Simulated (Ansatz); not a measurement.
Two members of one family (Cyclo-(X2GeSe)n), computed with Ansatz in the gas phase. Binding counts from free atoms in the multiplicity of their measured ground term, without zero-point energy. A dash marks a value that wasn't run or was left out as unsound. The structures are stationary points that may keep the symmetry of their start. Remarks come from the PBE and PBE0 runs and from stability tests at other levels; not every state was tested. HOMO above LUMO (over both spins in singlets and doublets, within one spin in higher multiplets; at PBE or PBE0), or a gap under 0.15 eV within one spin, warns that the state may not be the lowest or that an electron is smeared out.

First: cyclo-(H2GeSe)2 (singlet, charge 0, PBE-D4/def2-SVP geometry).

```xyz
8

Ge    0.7168    1.3037   -0.4586
H     1.6509    2.1716    0.4315
H     0.6001    1.9248   -1.8787
Se    1.4330   -0.9783   -0.5406
Ge   -0.7164   -1.3034    0.4588
H    -1.6490   -2.1640   -0.4404
H    -0.6073   -1.9337    1.8757
Se   -1.4282    0.9793    0.5523
```

```json
{"level": "PBE-D4/def2-TZVP", "HOMO (eV)": "-5.91", "LUMO (eV)": "-2.57", "gap (eV)": "3.34", "vertical triplet (eV)": "3.27", "binding per atom (eV)": "2.80"}
{"level": "r2SCAN-D4/def2-TZVP", "HOMO (eV)": "-6.19", "LUMO (eV)": "-2.42", "gap (eV)": "3.77", "vertical triplet (eV)": "3.51", "binding per atom (eV)": "2.81"}
{"level": "B3LYP-D4/6-31G", "HOMO (eV)": "-6.80", "LUMO (eV)": "-2.13", "gap (eV)": "4.67", "vertical triplet (eV)": "–", "binding per atom (eV)": "2.55"}
{"level": "PBE0-D4/def2-SVP", "HOMO (eV)": "-6.98", "LUMO (eV)": "-1.58", "gap (eV)": "5.40", "vertical triplet (eV)": "–", "binding per atom (eV)": "2.77"}
{"level": "PBE0-D4/def2-TZVP", "HOMO (eV)": "-7.04", "LUMO (eV)": "-1.75", "gap (eV)": "5.29", "vertical triplet (eV)": "3.76", "binding per atom (eV)": "2.78"}
```

Remarks: gap within one spin near zero at PBE or PBE0 (triplet).

Second: cyclo-(Cl2GeSe)3 (singlet, charge 0, PBE-D4/def2-SVP geometry).

```xyz
12

Ge   -0.371    2.048   -0.095
Cl   -1.017    4.012   -0.744
Cl    0.602    2.233    1.829
Se    1.159    1.379   -1.782
Ge    1.672   -0.788   -0.962
Cl    3.020   -1.590   -2.456
Cl    2.705   -0.694    0.936
Se   -0.103   -2.363   -0.909
Ge   -1.491   -1.284    0.684
Cl   -3.230   -2.571    0.798
Cl   -0.550   -1.204    2.631
Se   -2.396    0.821    0.069
```

Task: Estimate the same table for the second.

Result: 
| level | HOMO (eV) | LUMO (eV) | gap (eV) | vertical triplet (eV) | binding per atom (eV) |
| --- | --- | --- | --- | --- | --- |
| PBE-D4/def2-TZVP | -6.82 | -3.70 | 3.13 | – | 3.19 |
| r2SCAN-D4/def2-TZVP | -7.17 | -3.59 | 3.57 | 3.42 | 3.13 |
| B3LYP-D4/6-31G | -8.25 | -3.93 | 4.32 | – | 2.58 |
| PBE0-D4/def2-SVP | -7.97 | -2.82 | 5.15 | – | 3.09 |
| PBE0-D4/def2-TZVP | -8.02 | -2.89 | 5.13 | 3.65 | 3.11 |

Remarks: gap within one spin near zero at PBE or PBE0 (triplet), HOMO above LUMO (triplet).
